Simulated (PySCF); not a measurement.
# Correlation energy of Hf⁺ (hafnium, charge +1)

[Xe] 4f14 6s2 6p1, 2P determinant (an excited configuration). Computed with PySCF 2.14 in ANO-RCC-VTZP (8s7p5d3f2g1h, 104 functions), with the spin-free X2C one-electron Hamiltonian (Gaussian nucleus). Frozen: [Kr] 4d10 4f14; 11 electrons correlated.

MP2 pair energies summed by pair of shells (mhartree):

```
 pair   energy  share (%)
5p-5p  -126.45       52.7
5p-6s   -40.92       17.0
5s-5p   -27.92       11.6
6s-6p   -16.39        6.8
6s-6s   -11.54        4.8
5p-6p    -7.98        3.3
5s-5s    -5.64        2.4
5s-6s    -2.71        1.1
5s-6p    -0.47        0.2
```

Total MP2 correlation energy: -240.03 mhartree.

Same-spin part -63.27 and opposite-spin part -176.76 mhartree; SCS-MP2 scales them by 1/3 and 6/5 to -233.20 mhartree.

The basis was made for the ground configuration and has no added diffuse functions, which can raise the energy of the promoted electron.
